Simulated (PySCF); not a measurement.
Geometries of 2 isomers of C3H9NOSi, from PySCF, PBE0-D3(BJ)/def2-SVP geometry optimisation, gas phase. One conformer each, no zero-point energy, no frequencies.

Question: Which is lower in electronic energy at this level?
A.
```xyz
15
angstrom
C     -0.848    1.259   -0.204
N     -0.523   -0.141   -0.078
C     -1.574   -1.032   -0.500
Si     0.769   -0.627    0.969
C      2.375    0.292    0.411
O      3.240    0.625    1.183
H     -1.702    1.562    0.434
H      0.011    1.889    0.079
H     -1.110    1.513   -1.248
H     -1.860   -0.831   -1.549
H     -1.242   -2.079   -0.444
H     -2.493   -0.937    0.113
H      0.592   -0.331    2.428
H      0.971   -2.096    0.782
H      2.495    0.493   -0.695
```
B.
```xyz
15
angstrom
C     -0.837    1.006   -0.453
N     -0.565   -0.209    0.261
C     -1.703   -0.958    0.735
C      0.694   -0.669    0.525
O      0.901   -1.696    1.151
Si     2.245    0.312   -0.094
H     -1.436    0.813   -1.360
H     -1.392    1.725    0.175
H      0.097    1.492   -0.769
H     -1.329   -1.855    1.243
H     -2.302   -0.361    1.444
H     -2.355   -1.255   -0.104
H      3.428   -0.488    0.318
H      2.240    0.484   -1.582
H      2.306    1.674    0.524
```

Answer: B. That is `CN(C)C(=O)[SiH3]`, 12.4 kcal/mol below the other.

| SMILES | atoms numbered as above | E (Eh) | relative (kcal/mol) | relative (kJ/mol) | dipole (D) |
| --- | --- | --- | --- | --- | --- |
| CN(C)C(=O)[SiH3] | [CH3:1][N:2]([CH3:3])[C:4](=[O:5])[SiH3:6] | -538.52255 | 0.0 | 0.0 | 3.54 |
| CN(C)[SiH2]C=O | [CH3:1][N:2]([CH3:3])[SiH2:4][CH:5]=[O:6] | -538.50277 | 12.4 | 51.9 | 3.09 |

As drawn, the lower has a C(=O)–N unit, which the higher lacks.
